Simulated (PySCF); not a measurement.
The dipole of `C=C[Si@@H]1CC=C(C1)CF` from its density and from atomic charges.

Coordinates (GFN2-xTB, Å) and charges (e) from the PBE0/pcSseg-1 density (PySCF):

| atom | x | y | z | Mulliken | IAO | Hirshfeld | ESP-fitted |
| --- | --- | --- | --- | --- | --- | --- | --- |
| C1 | 3.688 | 0.033 | -0.031 | -0.1417 | -0.2759 | -0.0840 | -0.3372 |
| C2 | 2.444 | -0.072 | -0.468 | -0.5005 | -0.4220 | -0.1379 | -0.3258 |
| Si3 | 0.942 | -0.355 | 0.630 | +0.9655 | +0.9059 | +0.3775 | +0.5658 |
| C4 | -0.214 | -1.718 | -0.044 | -0.5028 | -0.5500 | -0.1645 | -0.4490 |
| C5 | -1.483 | -0.997 | -0.379 | -0.0440 | -0.1589 | -0.0604 | -0.1251 |
| C6 | -1.560 | 0.307 | -0.164 | -0.4538 | -0.0207 | -0.0167 | +0.1276 |
| C7 | -2.763 | 1.153 | -0.453 | +0.3150 | +0.0423 | +0.0237 | -0.1479 |
| F8 | -3.802 | 0.427 | -0.983 | -0.3368 | -0.3269 | -0.1156 | -0.2072 |
| C9 | -0.371 | 1.021 | 0.415 | -0.4749 | -0.5565 | -0.1656 | -0.4154 |
| H10 | 3.925 | -0.040 | 1.017 | +0.1151 | +0.1445 | +0.0446 | +0.1645 |
| H11 | 4.527 | 0.197 | -0.691 | +0.1183 | +0.1498 | +0.0485 | +0.1692 |
| H12 | 2.268 | 0.009 | -1.536 | +0.1325 | +0.1520 | +0.0445 | +0.1806 |
| H13 | 1.319 | -0.551 | 2.036 | -0.0838 | -0.1274 | -0.0778 | -0.1115 |
| H14 | -0.420 | -2.506 | 0.682 | +0.1509 | +0.1546 | +0.0399 | +0.1401 |
| H15 | 0.173 | -2.219 | -0.933 | +0.1491 | +0.1528 | +0.0392 | +0.1365 |
| H16 | -2.307 | -1.560 | -0.792 | +0.0791 | +0.1550 | +0.0395 | +0.1304 |
| H17 | -2.526 | 1.939 | -1.181 | +0.1108 | +0.1417 | +0.0449 | +0.1379 |
| H18 | -3.143 | 1.620 | 0.466 | +0.1112 | +0.1420 | +0.0451 | +0.1377 |
| H19 | -0.648 | 1.498 | 1.356 | +0.1466 | +0.1494 | +0.0378 | +0.1141 |
| H20 | -0.054 | 1.825 | -0.253 | +0.1444 | +0.1483 | +0.0369 | +0.1147 |

Q: What dipole does each set of charges give (1 e·Å = 4.803 D), and what does the density give?

A: The full density gives (1.89, 0.79, 0.47) D, 2.11 D in size; dipole vectors point from the negative to the positive end.

```csv
scheme,μx,μy,μz,size (D),share of the full size (%),angle to the full dipole (°)
Mulliken,4.11,1.46,2.87,5.22,248,21
IAO,3.07,1.27,1.88,3.82,181,17
Hirshfeld,1.47,0.51,0.61,1.67,79,9
ESP-fitted,1.93,0.80,0.49,2.15,102,0
```

Q: Which set comes closest?

A: Length of the difference vector: ESP-fitted 0.05 D, Hirshfeld 0.53 D, IAO 1.89 D, Mulliken 3.33 D. Closest: ESP-fitted. ESP charges are fitted to the potential around the molecule, whose slowest-falling term is the dipole's. 

Q: What is left for the Hirshfeld atoms' own dipoles?

A: The shares of the density sum to the whole, so what Σ q r misses lies in dipoles about the nuclei. The atomic dipoles sum to (1.89, 0.79, 0.47) − (1.47, 0.51, 0.61) = (0.42, 0.28, -0.14) D, 0.53 D in size.

Q: With the origin at the mean of the coordinates, (0.000, 0.001, -0.065) Å, which are the largest single terms, by size, of the Hirshfeld dipole along the direction of the full one?

A: F8 +1.92, Si3 +1.58, C2 -1.38, C1 -1.35, H11 +0.93 D; all 20 atoms together +1.65 D. The single terms depend on the origin, their sum doesn't.

Q: Give the size of the full dipole in other units.

A: 2.11 D = 0.828 au = 0.438 e·Å = 7.02 × 10⁻³⁰ C·m.

One conformer (not necessarily the lowest) at the GFN2-xTB geometry, without solvent, vibrations or thermal averaging.
